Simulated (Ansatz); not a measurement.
ClTe (SMILES Cl[Te+]), charge +1, singlet, at a GFN2-xTB geometry (core potentials on Te); SVWN5/def2-TZVP in Ansatz (an electronic-structure program).

Here is a job for Ansatz.
Ansatz 0.2 input:
```yaml
crystal:
  periodic: [false, false, false]
  atoms:
    - {symbol: Te, position_ang: [-0.00000000, -0.00000000, -0.54662571]}
    - {symbol: Cl, position_ang: [0.00000000, 0.00000000, 1.67203160]}
basis:
  gaussian:
    orbitals: def2-TZVP
hamiltonian:
  xc: {name: SVWN5}
total_charge: 1
```

Predict the main parts of the log of this Ansatz run.


```
Functional definition: SVWN5
642 factors; their error is unknown
mean field evaluation 1: about -19750.1468 eV, gradient 4.7e1 eV
mean field evaluation 2: about -19695.5527 eV, gradient 1.3e2 eV
mean field evaluation 4: about -19754.7802 eV, gradient 2.2e1 eV
mean field evaluation 8: about -19755.8818 eV, gradient 7.7e0 eV
mean field evaluation 16: about -19755.8945 eV, gradient 3.9e-4 eV
mean field evaluation 32: about -19755.8946 eV, gradient 4.6e-4 eV
mean field -19755.89454508 eV, -726.0157335054 hartree, gradient 6.7e-6 eV, S^2 0.000000; 3 other end points of the search recorded, 0 dependent functions left out
reference -19755.89457241 eV, -726.0157345099 hartree; 20, 20 occupied and 67, 67 virtual orbitals, 642 factors
Total energy: -19755.89457241 eV, -726.0157345099 hartree
```
